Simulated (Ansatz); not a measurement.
BI3, triplet, geometry from GFN2-xTB (a higher spin typed on purpose: for a closed-shell molecule this is an excited state) (all electrons, no relativity); PBE/STO-3G in Ansatz (a quantum-chemistry and plane-wave program).

Ansatz was given this input:
Ansatz 0.2 input:
```yaml
crystal:
  periodic: [false, false, false]
  atoms:
    - {symbol: B, position_ang: [-0.00000000, -0.00000000, 0.00000000]}
    - {symbol: I, position_ang: [2.06079460, -0.36066386, -0.61755843]}
    - {symbol: I, position_ang: [-0.76527340, -0.90866053, 1.82948732]}
    - {symbol: I, position_ang: [-1.29552119, 1.26932438, -1.21192889]}
basis:
  gaussian:
    orbitals: STO-3G
hamiltonian:
  xc: pbe
magnetization: {spin_polarized: true, initial_magnetization: 2}
```

Q: Write the output that Ansatz gives for this input, abridged.

A: 
```
Functional definition: PBE
931 factors; integrals over basis functions are off by at most 2.5e-5 eV
mean field evaluation 1: about -560039.7087 eV, gradient 2.1e0 eV
mean field evaluation 2: about -560039.7477 eV, gradient 1.8e0 eV
mean field evaluation 4: about -560039.5323 eV, gradient 3.1e0 eV
mean field evaluation 8: about -560039.7834 eV, gradient 9.9e-2 eV
mean field evaluation 16: about -560038.9126 eV, gradient 4.0e0 eV
mean field evaluation 32: about -560039.0626 eV, gradient 6.5e-4 eV
mean field evaluation 64: about -560039.4327 eV, gradient 6.2e-1 eV
mean field evaluation 96: about -560038.5898 eV, gradient 1.9e0 eV
mean field -560039.78369133 eV, -20581.0824420569 hartree, gradient 4.2e-6 eV, S^2 2.005128; 17 other end points of the search recorded, 0 dependent functions left out
reference -560039.78370976 eV, -20581.0824427342 hartree; 83, 81 occupied and 3, 5 virtual orbitals, 931 factors
Total energy: -560039.78370976 eV, -20581.0824427342 hartree
```
